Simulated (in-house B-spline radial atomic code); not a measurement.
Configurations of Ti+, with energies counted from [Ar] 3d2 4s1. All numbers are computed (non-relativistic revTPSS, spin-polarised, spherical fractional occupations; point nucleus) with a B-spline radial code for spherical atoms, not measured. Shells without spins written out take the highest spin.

Occupations are held fixed; configurations that lie above the ionisation limit could autoionise.

```csv
configuration,E - E(ref) (eV),highest orbital,its <r> (bohr)
"[Ar] 3d(2 up, 0 down) 4d(0 up, 1 down)",8.1151,4d down,6.118
"[Ar] 3d(2 up, 0 down) 4f(0 up, 1 down)",10.096,4f down,8.681
[Ar] 3d1 4s1 5p1,13.117,5p up,7.595
[Ar] 3d1 4s1 4f1,14.831,4f up,8.368
"[Ne] 3s2 3p(3 up, 2 down) 3d(3 up, 0 down) 4s(1 up, 0 down)",31.999,4s up,3.093
[Ne] 3s2 3p5 3d2 4s2,37.584,4s down,3.064
[Ne] 3s2 3p5 3d2 4s1 4p1,40.333,4p up,3.426
```

**Question.** Order these further configurations by energy, lowest first.
A. [Ar] 3d(0 up, 2 down) 4s(1 up, 0 down)
B. [Ne] 3s2 3p5 3d2 4s1 5p1
C. [Ne] 3s2 3p5 3d2 4s1 5f1
D. [Ar] 3d1 4s2
E. [Ar] 3d1 4s1 5f1

**Answer.** A (0.64201 eV), D (3.7747 eV), E (15.975 eV), B (46.782 eV), C (49.689 eV).

**Question.** How far above the reference does [Ne] 3s2 3p5 3d2 4s1 4f1 lie?

**Answer.** 48.545 eV; its least bound orbital is 4f up with <r> = 8.376 bohr.

**Question.** How far above the reference does [Ar] 3d2 5p1 lie?

**Answer.** 8.6401 eV; its least bound orbital is 5p up with <r> = 8.062 bohr.
